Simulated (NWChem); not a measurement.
Isomers of C₄H₆Si, each optimised at PBE0/def2-SVP with NWChem, gas phase unless a solvent is named. Flexible species stand in one conformer each, which need not be the lowest.  Relative energies count from the lowest isomer at each level and are electronic, without zero-point energy, on those geometries.

A: C(#C)[SiH2]C=C
B: C=CC#C[SiH3]
C: C1[SiH2]C=CC=1
D: C#C/C=C/[SiH3]

```json
[
 {"quantity": "relative energy, PBE0/def2-SVP (kcal/mol)", "A": "35.2", "B": "30.8", "C": "0.0", "D": "?"},
 {"quantity": "relative energy, M06-2X/def2-SVP (kcal/mol)", "A": "29.3", "B": "27.5", "C": "0.0", "D": "?"},
 {"quantity": "orbital gap (eV), PBE0/def2-SVP", "A": "7.45", "B": "5.89", "C": "5.29", "D": "?"},
 {"quantity": "SMD solvation free energy in toluene, PBE0/def2-SVP (kcal/mol)", "A": "-1.5", "B": "-2.4", "C": "-2.5", "D": "?"}
]
```

Problem. Complete the blanks.

Solution. 
- relative energy, PBE0/def2-SVP (kcal/mol), D: 40.2
- relative energy, M06-2X/def2-SVP (kcal/mol), D: 36.1
- orbital gap (eV), PBE0/def2-SVP, D: 5.88
- SMD solvation free energy in toluene, PBE0/def2-SVP (kcal/mol), D: -2.6
